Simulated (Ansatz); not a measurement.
`[F][GaH][SH]` + H₂ → `[SH][GaH2]` + H–F at 400 K and 1 bar (hydrogenolysis of a Ga–F bond).

Program: Ansatz. Geometries: PBE0-D4/def2-TZVP. ΔE: electronic, gas phase. CCSD(T)/CBS adds triple-zeta CCSD(T) − MP2 to the extrapolated MP2 energy (def2 sets, frozen cores). This one scheme is used for every species. For Ga outer-core shells are correlated without core-valence functions, which leaves a few kJ/mol of doubt a bond. Scalar relativity is left out up to krypton. Each species was taken in one conformer, which may not be the lowest.

| species | CCSD(T)/CBS energy (Eh) | H − E (kJ/mol) | S (J/(mol·K)) |
| --- | --- | --- | --- |
| `[F][GaH][SH]` | -2422.78377 | 71.1 | 325.5 |
| H₂ | -1.17544 | 38.0 | 139.0 |
| `[SH][GaH2]` | -2323.53734 | 79.9 | 297.4 |
| H–F | -100.39570 | 36.5 | 182.2 |

H − E and S are ideal-gas, rigid-rotor, harmonic terms from PBE0-D4/def2-TZVP, for one conformer and one mirror image of each species. The MP2-based limit puts H₂ 0.8 mEh under its directly extrapolated value; such offsets cancel only in part. 1 Eh = 2625.50 kJ/mol, R = 8.31446 J/(mol·K).

**Question.** By hand: ΔE, ΔH, ΔS and ΔG.

**Answer.** ΔE = (-2323.53734) + (-100.39570) − (-2422.78377) − (-1.17544) = 0.02617 Eh = 68.7 kJ/mol. Δ(H − E) = 79.9 + 36.5 − 71.1 − 38.0 = 7.3, so ΔH = 76.0 kJ/mol. ΔS = 297.4 + 182.2 − 325.5 − 139.0 = 15.1 J/(mol·K). ΔG = 76.0 − 400 × (15.1)/1000 = 70.0 kJ/mol.

**Question.** By hand: the equilibrium constant, and the temperature at which ΔG would vanish if ΔH and ΔS stayed fixed.

**Answer.** log₁₀ K = −ΔG/(RT ln 10) = -9.1. ΔG = 0 at ΔH/ΔS = 5033 K, far beyond where these terms or the molecules hold.

ΔH outweighs TΔS. A doubt of 5 kJ/mol in ΔE shifts log₁₀ K by 0.7 here. Other conformers and mirror images would add mixing entropy, several J/(mol·K) or more a flexible species. These are equilibria of isolated gas molecules and say nothing of rates. Largest T1 diagnostic: 0.014 (customary marks: 0.02 for closed shells, 0.045 for open ones).
